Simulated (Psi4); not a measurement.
A dimer, F4Si ··· Cl2 (SMILES F[Si](F)(F)F and ClCl); the first 5 atoms form monomer A.

```
7

F      1.3557    -0.1236     0.7766
Si     0.0000     0.0001    -0.0002
F     -0.1698    -1.2317    -0.9541
F     -1.1870     0.0351     1.0228
F      0.0011     1.3202    -0.8451
Cl    -1.3909    -3.5301    -5.7598
Cl    -0.1011    -2.7940    -4.4001
```

### Question
What interaction energy does SAPT0/jun-cc-pVDZ, frozen core run with Psi4 give, and which attractive term is the largest?

### Answer
Total -0.72 kJ/mol: electrostatics -0.29, exchange 0.46, induction -0.05, dispersion -0.84. The most attractive term is dispersion.
